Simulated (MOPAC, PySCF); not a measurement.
C4H3N, SMILES `C#CC=C=N`, neutral singlet in the gas phase. 

Cartesian coordinates (Å):
```xyz
8

C      2.0714     0.8937     0.6511
C      1.1304     0.1583     0.5076
C      0.0436    -0.7333     0.3497
C     -1.1508    -0.3435    -0.0539
N     -2.2123    -0.0244    -0.5445
H      2.9007     1.5455     0.7722
H      0.1747    -1.7845     0.5821
H     -2.9577     0.2882     0.0756
```
Charge 0, multiplicity 1.

All levels are single points at this geometry (B3LYP-D3(BJ)/def2-TZVP); Pople sets use spherical d functions. Orbital energies aren't observables, and empty levels follow the basis.

```
level                      HOMO (eV)  LUMO (eV)  gap (eV)  dipole (D)  vertical IE, Delta-SCF (eV)
-------------------------  ---------  ---------  --------  ----------  ---------------------------
M06-2X/def2-TZVP in PySCF      -7.67       0.45      8.12        1.62                         8.86
B3LYP/6-311+G** in PySCF       -6.40      -0.94      5.45        1.67                            –
PBE/6-31G* in PySCF            -5.09      -1.30      3.78        1.66                         8.26
HF/3-21G in PySCF              -8.67       3.87     12.54        2.01                            –
HF/6-31G* in PySCF             -8.72       3.87     12.59        1.77                            –
PM6 in MOPAC                   -9.26       0.02      9.28        2.03                            –
```
